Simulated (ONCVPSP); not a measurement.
**Ag, ONCV: configuration errors across variants**

ONCVPSP 4.0.1 input, shortened (lines: element, Z, core and valence counts, functional; n l f; lmax; l rc ep ncon nbas qcut; lloc lpopt rc5 dvloc0; l nproj debl; icmod fcfact rcfact), PBEsol, scalar-relativistic:

```
  Ag 47.00    6    4  -116133      upf
    1    0    2.00
    2    0    2.00
    2    1    6.00
    3    0    2.00
    3    1    6.00
    3    2   10.00
    4    0    2.00
    4    1    6.00
    4    2   10.00
    5    0    1.00
    2
    0    1.35    0.00    5    9    8.30
    1    1.65    0.00    3    8    8.00
    2    1.35    0.00    4    7    6.40
    2    5    1.35    0.00
    0    2    0.40
    1    3    2.30
    2    0    3.30
    0    0.00    0.00
```

All-electron excitation energies from the reference (eV): (1) 4s2 4p6 4d10 5s0 7.746; (2) 4s2 4p6 4d9 5s0 29.860; (3) 4s2 4p6 4d8 5s0 66.042; (4) 4s2 4p6 4d9 5s1 5p1 8.607.

1 further variants failed, have other tests or too few solved ones, and are left out.

A true bound ghost makes a file unfit for plane-wave use even where its test errors are small: the radial tests pick states by their node count and pass the ghost by.

Errors AE − PS in meV (a dash: test not solved or not reliable):

| change | (1) | (2) | (3) | (4) | bound ghosts | GHOST(+) flags above zero |
| --- | --- | --- | --- | --- | --- | --- |
| base | -1.2 | -6.9 | -20 | -2.6 | s | none |
| s: ncon 4, nbas 8 | -1.3 | -6.8 | -20 | -2.6 | none | s |
| d: qcut 3.8 | -1.2 | -11 | -37 | -5.4 | s | none |
| p: qcut 4.8 | -1.3 | -7.2 | -26 | -3.7 | s | none |
| d: nproj 1; local potential polynomial inside 1.30 bohr (lpopt 5, dvloc0 0 Ha) | -1.1 | -4.0 | -7.3 | -0.4 | none | s |

(1) Give the same row for: s: nproj 4.

Results:

(1) -1.2, -6.8, -20, -2.5; bound ghosts: none; GHOST(+) flags above zero: s.
